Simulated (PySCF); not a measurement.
Computed shifts of a molecule C₃H₇NOSi, PBE/pcSseg-1 (PySCF), GIAO, gas phase, equivalent atoms averaged, in ppm (number of nuclei): ¹⁵N: 307.4 (1). ¹³C: 118.5 (1), 70.7 (1), 25.5 (1). ²⁹Si: -28.7 (1). ¹H: 5.31 (3), 4.13 (2), 2.71 (2). References: ¹⁵N against NH3 (σ = 267.0 ppm); ¹³C against TMS (σ = 182.0 ppm); ¹⁷O against H2O (σ = 334.3 ppm); ²⁹Si against TMS (σ = 335.4 ppm); ¹H against TMS (σ = 31.49 ppm), references at their B3LYP-D3(BJ)/def2-TZVP geometries, non-relativistic. Geometry optimised at B3LYP-D3(BJ)/def2-SVP. One conformer was computed; it need not be the lowest.

### Question
Identify the compound among the candidates.
A. N#CCCO[SiH3]
B. C1=N[SiH2]CCO1
C. CC1=NCO[SiH2]1
D. C[Si@@]1(N)C=CO1

### Answer
A, N#CCCO[SiH3]
